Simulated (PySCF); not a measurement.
A structure optimised at B3LYP-D3(BJ)/def2-SVP, used in a PySCF frequency run:

```
Bi
Br 1 2.6689
Te 1 2.8809 2 103.28
H 3 1.6776 1 91.75 2 -96.28
Te 1 2.8920 2 92.19 3 93.94
H 5 1.6757 1 91.00 2 -172.05
```

Problem. Write its SMILES and formula.

Solution. [Br][Bi]([TeH])[TeH], BiBrH2Te2

Problem. What are its rotational constants (standard atomic weights)?

Solution. 0.46811, 0.35937, 0.25343 GHz
